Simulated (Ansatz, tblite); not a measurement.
Removing an electron: Ag₁₃Cl₄⁻ (started as a model of: Ag13(Cl)4). The state is a singlet with charge -1. Geometry: r2SCAN-D4/def2-SVP. Ansatz, gas phase; energy differences of separate SCF runs; the oxidised species was run as a doublet alone.

```xyz
17

Ag   -0.0021    0.0029    0.0023
Ag   -2.1576    0.4545   -1.6771
Ag   -0.4995    2.6773   -0.5192
Ag    0.4949   -2.6756    0.5209
Ag    2.1556   -0.4523    1.6839
Ag   -0.5750   -0.8344    2.5133
Ag   -2.1947    1.0797    1.1692
Ag    2.1921   -1.0735   -1.1654
Ag    0.5712    0.8356   -2.5084
Ag    2.1159    1.6968   -0.1407
Ag    0.1838    1.7809    2.3103
Ag   -0.1844   -1.7785   -2.3065
Ag   -2.1200   -1.6925    0.1487
Cl   -3.8671    0.4164   -3.3057
Cl   -0.7511    5.0251   -0.5366
Cl    0.7671   -5.0211    0.5040
Cl    3.8708   -0.4412    3.3070
```

In the def2 sets Ag takes a core potential; there is no spin–orbit coupling. The xTB rows come from tblite. B3LYP takes the VWN-RPA correlation. Single mean-field runs in def2-TZVP are fitted with def2-universal-jkfit.

```
           level  −HOMO (eV)  vertical IE (eV)  −LUMO (eV)  HOMO–LUMO gap (eV)                                     remarks
        GFN1-xTB        7.86              9.61        7.66                0.20                                           –
        GFN2-xTB        8.56             10.01        8.20                0.36                                           –
PBE-D4/def2-TZVP        2.22              3.80        1.96                0.25  restricted SCF unstable in HF (-1 singlet)
```

(1) Estimate the rows for B3LYP-D4/def2-TZVP, PBE0-D4/def2-TZVP.

## Answers

(1) 
```tsv
level	−HOMO (eV)	vertical IE (eV)	−LUMO (eV)	HOMO–LUMO gap (eV)	remarks
B3LYP-D4/def2-TZVP	2.61	3.86	1.63	0.98	restricted SCF unstable in HF (-1 singlet)
PBE0-D4/def2-TZVP	2.61	3.72	1.43	1.18	restricted SCF unstable in HF (-1 singlet)
```

  Raw xTB energy differences between charge states are shifted by several eV; the methods need an empirical correction for them.
